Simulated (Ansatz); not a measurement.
Program: Ansatz. Geometries: PBE0-D4/def2-TZVP. ΔE: electronic, gas phase. CBS: MP2 limit from def2 TZ/QZ plus the TZ coupled-cluster correction, frozen cores. This one scheme is used for every species. DFT in def2-TZVPP. B3LYP here is the variant with VWN-RPA as its local correlation; programs differ in this. For Ge outer-core shells are correlated without core-valence functions, which leaves a few kJ/mol of doubt a bond. Scalar relativity is left out up to krypton. One conformer a species, not always the lowest.

`C[O][Ge]([CH3])([F])[SH]` + `NB(O)F` → `COB(N)F` + `C[O][GeH]([F])[SH]`  (substitution at a C–Ge bond)

`C[O][Ge]([CH3])([F])[SH]`:

```xyz
13

C     0.335    2.168   -0.283
O    -0.352    0.980   -0.621
Ge    0.090   -0.561    0.099
C    -1.120   -1.889   -0.582
F     1.719   -0.906   -0.416
S     0.255   -0.423    2.304
H     0.396    2.307    0.802
H    -0.221    3.005   -0.710
H     1.348    2.173   -0.697
H    -2.116   -1.723   -0.172
H    -0.773   -2.881   -0.296
H    -1.158   -1.809   -1.668
H     1.597   -0.440    2.240
```

`NB(O)F`:

```xyz
7

N    -0.121    0.390    0.841
B     0.018    0.181   -0.542
O     0.233   -1.022   -1.147
F    -0.064    1.239   -1.355
H    -0.278    1.310    1.213
H    -0.077   -0.331    1.536
H     0.288   -1.766   -0.547
```

`COB(N)F`:

```xyz
10

C     0.087   -0.782   -1.498
O    -0.463   -0.490   -0.230
B     0.125    0.428    0.580
N    -0.413    0.720    1.840
F     1.236    1.070    0.177
H    -0.566   -1.510   -1.979
H     1.090   -1.209   -1.408
H     0.145    0.112   -2.125
H    -1.240    0.269    2.186
H    -0.001    1.393    2.458
```

`C[O][GeH]([F])[SH]`:

Cartesian coordinates in Å:
```
C -0.496 1.500 -0.267
O 0.290 0.891 0.739
Ge 0.555 -0.841 0.755
F -0.980 -1.612 1.024
S 1.217 -1.615 -1.203
H -0.194 1.177 -1.270
H -1.558 1.278 -0.129
H -0.350 2.578 -0.190
H 1.479 -1.126 1.934
H 0.036 -2.230 -1.392
```

CCSD(T)/CBS gives +101.9 kJ/mol.

Another level gave +97.8 kJ/mol. Which?
A. HF/def2-TZVPP
B. PBE/def2-TZVPP
C. B3LYP/def2-TZVPP
D. CCSD/def2-TZVPP

D. CCSD/def2-TZVPP 97.8, B3LYP 87.6, HF/def2-TZVPP 82.2, PBE 92.4 kJ/mol.

Largest T1 diagnostic among the species: 0.012.

In def2-TZVPP, CCSD(T) changes the Hartree–Fock value by +17.1 kJ/mol (the triples alone add +1.4 kJ/mol) and MP2 by +24.9 kJ/mol. The D4 term adds +3.6 kJ/mol with B3LYP and +2.1 kJ/mol with PBE0; it sums over pairs of atoms, weighted by their polarisabilities, and B3LYP, whose exchange is more repulsive, gets the larger term.
